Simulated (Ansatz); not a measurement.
Cost and result up the ladder for As4P (5 atoms). Total charge 0; doublet. Geometry: B3LYP-D4/def2-SVP.

Cartesian coordinates in Å:
```
P 1.136 -0.599 -1.347
As 0.502 -1.289 0.848
As -1.543 0.120 0.616
As 0.522 1.082 1.527
As -0.617 0.687 -1.644
```

Ansatz on 4 threads of Arm Neoverse V2 on a shared host. Times are rough, and most runs start from the orbitals of an earlier one. PBE0-D4/def2-TZVP serves as the yardstick here, not as an exact answer. Binding counts from free atoms at the same level (P quartet, As quartet; other spins of the atoms weren't run), without zero-point energy or a counterpoise term.

HSE06 is defined as in plane-wave codes, on full-range PBE exchange. Another isomer (doublet) lies 0.72 eV lower at PBE0-D4/def2-TZVP; other spin states weren't run for this one.

Run but left out: MP2/def2-TZVP (⟨S²⟩ 1.39, where a pure state has 0.75).

```json
{"level": "PBE-D4/def2-TZVP (with forces)", "functions": "229", "wall time": "8 s"}
{"level": "BLYP-D4/def2-TZVP", "functions": "229", "wall time": "8 s"}
{"level": "HSE06-D4/def2-TZVP", "functions": "229", "wall time": "21 s"}
{"level": "r2SCAN-D4/def2-TZVP", "functions": "229", "wall time": "23 s"}
{"level": "PBE0-D4/def2-TZVP", "functions": "229", "wall time": "27 s"}
```

Task: Estimate what each level gives for the binding energy per atom (eV).

Result: 
| level | binding energy per atom (eV) | difference from PBE0-D4/def2-TZVP (eV) |
| --- | --- | --- |
| PBE-D4/def2-TZVP (with forces) | 2.66 | 0.24 |
| BLYP-D4/def2-TZVP | 2.62 | 0.19 |
| HSE06-D4/def2-TZVP | 2.42 | 0.00 |
| r2SCAN-D4/def2-TZVP | 2.42 | 0.00 |
| PBE0-D4/def2-TZVP | 2.43 | 0.00 |
